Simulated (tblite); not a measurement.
Species: C₄H₁₁B₂P.
SMILES with atom numbers: `[CH3:1][B:2]1[CH2:3][CH2:4][B:5]([CH3:6])[PH:7]1` (hydrogens: H8, H9, H10 on C1; H11, H12 on C3; H13, H14 on C4; H15, H16, H17 on C6; H18 on P7)

Computed with GFN2-xTB (tblite), gas phase: L-BFGS steps from a force-field or distance-geometry start until the largest atomic force falls under 0.01 eV/Å.

Step 12: E = -520.2820 eV
```
atom  x, y, z in Å  |  force x, y, z in eV/Å
C1     -2.6433    0.4744   -0.1349   -0.024  -0.036   0.007
B2     -1.2274   -0.0723    0.2809   -0.010  -0.107  -0.025
C3     -0.6234   -1.5081   -0.0865    0.059   0.038  -0.032
C4      0.7669   -1.1956   -0.7076   -0.043   0.005   0.003
B5      1.3041    0.1910   -0.1125   -0.135  -0.055  -0.203
C6      2.5024    0.9847   -0.7623    0.036  -0.050   0.004
P7      0.1247    0.8503    1.1586    0.039  -0.015   0.069
H8     -3.3309    0.4581    0.7105    0.020  -0.033   0.035
H9     -2.6178    1.5105   -0.4749    0.035  -0.059   0.010
H10    -3.0923   -0.1298   -0.9203   -0.067   0.043  -0.017
H11    -1.2280   -2.1333   -0.7537    0.091   0.127   0.049
H12    -0.4843   -2.0966    0.8304    0.041   0.074  -0.084
H13     1.4520   -2.0509   -0.6554   -0.104   0.114   0.060
H14     0.6160   -1.0080   -1.7799    0.020  -0.098   0.065
H15     2.3877    2.0670   -0.7171   -0.046  -0.024   0.014
H16     3.4430    0.7630   -0.2639    0.064  -0.061   0.079
H17     2.6353    0.7022   -1.8044    0.056   0.042  -0.042
H18     0.0063    2.1996    0.9165   -0.032   0.096   0.008
```

Step 13: E = -520.2877 eV
```
atom  x, y, z in Å  |  force x, y, z in eV/Å
C1     -2.6395    0.4709   -0.1351   -0.095   0.025   0.001
B2     -1.2261   -0.0712    0.2812    0.028  -0.115  -0.026
C3     -0.6215   -1.5045   -0.0866   -0.050  -0.037  -0.019
C4      0.7633   -1.1922   -0.7086    0.038  -0.052  -0.041
B5      1.2972    0.1958   -0.1218   -0.089  -0.054  -0.182
C6      2.5023    0.9830   -0.7628    0.055   0.006  -0.029
P7      0.1273    0.8512    1.1572    0.007  -0.040   0.096
H8     -3.3206    0.4558    0.7153   -0.012  -0.051   0.035
H9     -2.6214    1.5065   -0.4743    0.063  -0.010   0.010
H10    -3.0942   -0.1266   -0.9217   -0.062  -0.007   0.000
H11    -1.2265   -2.1309   -0.7527    0.079   0.134   0.036
H12    -0.4865   -2.0962    0.8285    0.066   0.080  -0.063
H13     1.4502   -2.0454   -0.6503   -0.080   0.105   0.073
H14     0.6149   -1.0196   -1.7829    0.008  -0.063   0.040
H15     2.3919    2.0656   -0.7211   -0.041  -0.001   0.062
H16     3.4363    0.7549   -0.2528    0.042  -0.048   0.037
H17     2.6416    0.7111   -1.8068    0.073  -0.021  -0.030
H18     0.0023    2.1981    0.9187   -0.031   0.148   0.000
```

Task: Estimate the geometry and energy of step 14. (The exact step hangs on the optimiser's Hessian estimate; all steps are aligned on step 13, rigid shifts and turns removed.)

Result: E = -520.2923 eV, largest force 0.128 eV/Å
```
atom  x, y, z in Å  |  force x, y, z in eV/Å
C1     -2.6376    0.4681   -0.1352   -0.112   0.048   0.002
B2     -1.2247   -0.0722    0.2809    0.029  -0.061  -0.013
C3     -0.6201   -1.5017   -0.0871   -0.105  -0.064  -0.003
C4      0.7602   -1.1900   -0.7099    0.073  -0.064  -0.067
B5      1.2894    0.1992   -0.1331   -0.024  -0.005  -0.112
C6      2.5032    0.9815   -0.7637    0.053   0.037  -0.048
P7      0.1296    0.8515    1.1578   -0.018  -0.024   0.068
H8     -3.3122    0.4529    0.7200   -0.037  -0.057   0.030
H9     -2.6233    1.5032   -0.4737    0.077   0.028   0.015
H10    -3.0969   -0.1241   -0.9228   -0.059  -0.041   0.015
H11    -1.2242   -2.1267   -0.7515    0.030   0.092  -0.011
H12    -0.4870   -2.0944    0.8258    0.085   0.059  -0.016
H13     1.4477   -2.0394   -0.6445   -0.023   0.051   0.084
H14     0.6142   -1.0307   -1.7847   -0.007  -0.037  -0.020
H15     2.3947    2.0645   -0.7231   -0.028   0.002   0.095
H16     3.4314    0.7472   -0.2429    0.000  -0.030  -0.008
H17     2.6485    0.7182   -1.8093    0.091  -0.061  -0.013
H18    -0.0016    2.1993    0.9206   -0.026   0.125   0.002
```

The energy changes by -0.0046 eV. The first-order estimate −F·Δx gives -0.0065 eV and the mean of the old and new forces, exact on a quadratic surface, -0.0046 eV. The step makes an angle of 63° with the force vector and moves no atom by more than 0.014 Å.

What follows is the cost of the whole relaxation. On one thread of an Arm Neoverse V1, shared host, this took 0.46 s wall.
